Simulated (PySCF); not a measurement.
# How methods differ on the interval between two levels of Re³⁺

Re³⁺ [Xe] 4f14 5d4 [5D4, M_J = 4] → Re³⁺ [Xe] 4f14 5d3 6p1 [5G6, M_J = 6], as a difference of total energies. Computed with PySCF 2.14 in x2c-SVPall-2c with one added diffuse shell each of s, d type (8s9p10d2f, 99 functions), with the two-component X2C-1e Hamiltonian. "Screened" scales the spin-orbit matrix elements by Boettger's factors to mimic the two-electron term; Breit and QED terms are absent.

```csv
method,interval between two levels (cm⁻¹)
GHF (spin-free),126270
GHF (screened spin-orbit),129100
```

The labels give the starting determinants; with spin-orbit coupling the two ends relaxed to ⟨J²⟩ = 20.05, ⟨L²⟩ = 7.19, ⟨S²⟩ = 5.47 and ⟨J²⟩ = 42.01, ⟨L²⟩ = 22.68, ⟨S²⟩ = 5.15.
